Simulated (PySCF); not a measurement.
Species: CH₁₀OSi₃.
SMILES with atom numbers: `[CH3:1][O:2][SiH2:3][SiH2:4][SiH3:5]` (hydrogens: H6, H7, H8 on C1; H9, H10 on Si3; H11, H12 on Si4; H13, H14, H15 on Si5)

A PySCF run (density fitting, gas phase, GFN2-xTB geometry) gave HOMO -8.05 eV, LUMO -0.38 eV, dipole 1.55 D.

Question: Which of these levels was it?
A. PBE0/def2-SVPD
B. LC-wPBE/pcSseg-1
C. HF/6-31G*
D. PBE0/pcSseg-1

Answer: D. It is PBE0/pcSseg-1. All candidates on this geometry:

```json
{"level and settings": "PBE0/def2-SVPD", "kind": "global hybrid", "basis functions": "195", "SCF cycles": "12", "E (Eh)": "-986.9754", "HOMO (eV)": "-8.02", "LUMO (eV)": "-0.50", "dipole (D)": "1.37"}
{"level and settings": "PBE0/pcSseg-1", "kind": "global hybrid", "basis functions": "156", "SCF cycles": "12", "E (Eh)": "-987.2799", "HOMO (eV)": "-8.05", "LUMO (eV)": "-0.38", "dipole (D)": "1.55"}
{"level and settings": "LC-wPBE/pcSseg-1, level shift 0.3 Eh", "kind": "range-separated hybrid", "basis functions": "156", "SCF cycles": "13", "E (Eh)": "-987.4496", "HOMO (eV)": "-10.60", "LUMO (eV)": "1.79", "dipole (D)": "1.61"}
{"level and settings": "HF/6-31G*, grid level 1", "kind": "Hartree–Fock", "basis functions": "102", "SCF cycles": "10", "E (Eh)": "-985.3029", "HOMO (eV)": "-10.56", "LUMO (eV)": "3.03", "dipole (D)": "1.64"}
```

The nearest other candidate, by the summed differences of HOMO and LUMO, is PBE0/def2-SVPD: its HOMO differs by +0.03 eV and its LUMO by -0.12 eV. Cycle counts include a coarse-grid stage where the run had one. All basis functions are spherical, in the Pople sets too.

Conformer computed: `[CH3:1][O:2][SiH2:3][SiH2:4][SiH3:5]`: C1–O2–Si3–Si4 -179°, O2–Si3–Si4–Si5 -159°.
